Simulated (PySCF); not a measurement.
hydrogen selenide (H₂Se), singlet, geometry from GFN2-xTB, atoms displaced at random by about 0.08 Å a coordinate; R2SCAN/STO-3G, gradient (PySCF).

The PySCF input:
```python
from pyscf import gto, scf, dft

mol = gto.M(
    atom='''
Se    0.166624   -0.035640   -0.039400
H    -0.995251   -1.088144   -0.047584
H     1.092085   -0.946874   -0.049890
''',
    basis='sto-3g',
    charge=0,
    spin=0,
    verbose=4,
)

mf = dft.RKS(mol)
mf.xc = 'r2scan'
mf.grids.level = 5
mf.kernel()
g = mf.nuc_grad_method()
g.grid_response = True
grad = g.kernel()
```

What the program printed (banner, timings and long lists left out):

```
PySCF version 2.14.0

[INPUT] verbose = 4
[INPUT] num. atoms = 3
[INPUT] num. electrons = 36
[INPUT] charge = 0
[INPUT] spin (= nelec alpha-beta = 2S) = 0
[INPUT] symmetry False subgroup None
[INPUT] Mole.unit = angstrom
[INPUT] Symbol           X                Y                Z      unit          X                Y                Z       unit  Magmom
[INPUT]  1 Se     0.166624000000  -0.035640000000  -0.039400000000 AA    0.314873725780  -0.067349839079  -0.074455209308 Bohr   0.0
[INPUT]  2 H     -0.995251000000  -1.088144000000  -0.047584000000 AA   -1.880751815200  -2.056294144089  -0.089920727911 Bohr   0.0
[INPUT]  3 H      1.092085000000  -0.946874000000  -0.049890000000 AA    2.063741554746  -1.789332534471  -0.094278436355 Bohr   0.0

nuclear repulsion = 25.5819875657433
number of shells = 10
number of NR pGTOs = 60
number of NR cGTOs = 20
basis = sto-3g
ecp = {}

******** <class 'pyscf.dft.rks.RKS'> ********
method = RKS
initial guess = minao
damping factor = 0
level_shift factor = 0
DIIS = <class 'pyscf.scf.diis.CDIIS'>
diis_start_cycle = 1
diis_space = 8
diis_damp = 0
SCF conv_tol = 1e-09
SCF conv_tol_grad = None
SCF max_cycles = 50
direct_scf = True
direct_scf_tol = 1e-13
XC library pyscf.dft.libxc version 7.1.2
    S. Lehtola, C. Steigemann, M. J. T. Oliveira, and M. A. L. Marques,  SoftwareX 7, 1–5 (2018)
XC functionals = r2scan
    J. W. Furness, A. D. Kaplan, J. Ning, J. P. Perdew, and J. Sun,  J. Phys. Chem. Lett. 11, 8208–8215 (2020)
    J. W. Furness, A. D. Kaplan, J. Ning, J. P. Perdew, and J. Sun,  J. Phys. Chem. Lett. 11, 9248–9248 (2020)
    J. W. Furness, A. D. Kaplan, J. Ning, J. P. Perdew, and J. Sun,  J. Phys. Chem. Lett. 11, 8208–8215 (2020)
    J. W. Furness, A. D. Kaplan, J. Ning, J. P. Perdew, and J. Sun,  J. Phys. Chem. Lett. 11, 9248–9248 (2020)
radial grids:
    Treutler-Ahlrichs [JCP 102, 346 (1995); DOI:10.1063/1.469408] (M4) radial grids

becke partition: Becke, JCP 88, 2547 (1988); DOI:10.1063/1.454033
pruning grids: <function nwchem_prune>
grids dens level: 5
symmetrized grids: False
atomic radii adjust function: <function treutler_atomic_radii_adjust>
small_rho_cutoff = 0
Set gradient conv threshold to 3.16228e-05
Initial guess from minao.
tot grids = 91816
init E= -2373.07180503906
  HOMO = -0.474942424035017  LUMO = -0.108401049669352  gap/eV = 9.97410
cycle= 1 E= -2376.03485160703  delta_E= -2.96  |g|= 0.393  |ddm|=  1.8
  HOMO = -0.0663808054490025  LUMO = 0.136333259893323  gap/eV = 5.51613
cycle= 2 E= -2376.0663143168  delta_E= -0.0315  |g|= 0.287  |ddm|= 1.43
  HOMO = -0.128519804829071  LUMO = 0.143308762697725  gap/eV = 7.39683
cycle= 3 E= -2376.11085898113  delta_E= -0.0445  |g|= 0.0303  |ddm|= 0.721
  HOMO = -0.128446815044736  LUMO = 0.134613648246875  gap/eV = 7.15824
cycle= 4 E= -2376.11141944276  delta_E= -0.00056  |g|= 0.00522  |ddm|= 0.0891
  HOMO = -0.128600801133234  LUMO = 0.134612486771987  gap/eV = 7.16240
cycle= 5 E= -2376.11143453907  delta_E= -1.51e-05  |g|= 0.000147  |ddm|= 0.0149
  HOMO = -0.128632042228805  LUMO = 0.134515400970885  gap/eV = 7.16061
cycle= 6 E= -2376.11143455234  delta_E= -1.33e-08  |g|= 3.52e-06  |ddm|= 0.000388
  HOMO = -0.128632516542697  LUMO = 0.134514328936212  gap/eV = 7.16059
cycle= 7 E= -2376.11143455234  delta_E= -7.73e-12  |g|= 1.74e-07  |ddm|= 9.35e-06
  HOMO = -0.128632485249088  LUMO = 0.134514325706858  gap/eV = 7.16059
Extra cycle  E= -2376.11143455234  delta_E=    0  |g|= 1.01e-07  |ddm|= 8.7e-07
converged SCF energy = -2376.11143455234

******** <class 'pyscf.grad.rks.Gradients'> for <class 'pyscf.dft.rks.RKS'> ********
unit = Eh/Bohr
grid_response = True
--------------- RKS gradients ---------------
         x                y                z
0 Se     0.1134007022    -0.0558958084    -0.0007407555
1 H    -0.0349485851    -0.0270875395    -0.0002023865
2 H    -0.0784521171     0.0829833479     0.0009431421
----------------------------------------------
```
